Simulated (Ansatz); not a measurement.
C$_{2}$H$_{6}$AsNO, SMILES `NC([AsH2])C=O`, relaxed with RKS PBE-D4/def2-SVP in Ansatz from a rough embedded geometry. The force threshold is 0.03 eV/Å; the program also tests the step.

The species carries charge 0 and has multiplicity 1.

Start:

```xyz
11

N     0.897    0.507   -0.748
C    -0.400    0.270   -0.211
As   -0.817   -1.628   -0.416
C    -0.555    0.647    1.164
O     0.163    0.145    2.085
H     1.659    0.067   -0.156
H     1.112    1.573   -0.659
H    -1.154    0.853   -0.847
H     0.565   -2.141    0.164
H    -0.242   -1.692   -1.907
H    -1.229    1.399    1.532
```

```tsv
step	energy (eV)	largest force (eV/Å)	largest move (Å)
1	-66521.2465	4.766	0.000
2	-66521.6945	2.442	0.116
3	-66521.8249	0.477	0.113
4	-66521.8613	0.501	0.139
5	-66521.8628	1.500	0.195
6	-66521.8994	0.967	0.195
7	-66521.9318	0.419	0.200
8	-66521.9653	0.313	0.084
9 (rejected)	-66521.9632	0.242	0.131
10	-66521.9749	0.088	0.065
11 (rejected)	-66521.9735	0.138	0.080
12	-66521.9768	0.052	0.040
13	-66521.9771	0.024	0.035
```

End:

```xyz
11

N     1.053    0.506   -0.737
C    -0.285    0.330   -0.236
As   -1.006   -1.584   -0.505
C    -0.483    0.616    1.234
O     0.441    0.799    2.007
H     1.706    0.151   -0.021
H     1.259    1.514   -0.805
H    -1.023    0.920   -0.825
H     0.227   -2.206    0.182
H    -0.330   -1.657   -1.883
H    -1.559    0.612    1.589
```

Hardware: 4 threads of a server CPU on a shared host. Wall time 17 s, peak host memory 0.17 GiB.
